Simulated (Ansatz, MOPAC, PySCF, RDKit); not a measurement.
Noncovalent pair: NH3 (SMILES N) (first 4 atoms) with CHN (SMILES C#N); geometry from B3LYP-D3(BJ)/def2-TZVP, rigid monomers moved along the line of their centres of mass till N1···H7 is 1.86 Å.
(charge 0, multiplicity 1):
```xyz
7

N     -0.314     0.026     0.013
H     -1.188     0.437    -0.299
H      0.436     0.589    -0.373
H     -0.247    -0.894    -0.409
C     -0.166    -0.108     2.957
N     -0.110    -0.159     4.102
H     -0.220    -0.060     1.873
```

Interaction energies are E(AB) − E(A) − E(B) at the monomers' geometry in the complex; basis-set methods are counterpoise corrected. Rows marked so take none. RDKit's UFF carries no charges.

Rows in 6-31G* carry no dispersion term and start afresh at each structure (6-31G* with six Cartesian d functions). The state that PM7 reach isn't checked; PM7 holds dispersion and hydrogen-bond terms.

The values were computed with Ansatz (an electronic-structure program) with Gaussian orbitals; MOPAC for PM7 (differences of heats of formation); PySCF for 6-31G* rows; RDKit for the force fields. Each number belongs to the level named beside it.

Problem. One of these levels gives -3.78 kcal/mol for the interaction energy. Which?
(A) HF/aug-cc-pVDZ
(B) B3LYP/6-31G* (no counterpoise)
(C) UFF
(D) PM7

Solution. A, HF/aug-cc-pVDZ. The others give 40.96 (UFF), -2.86 (PM7), -9.03 (B3LYP/6-31G* (no counterpoise))
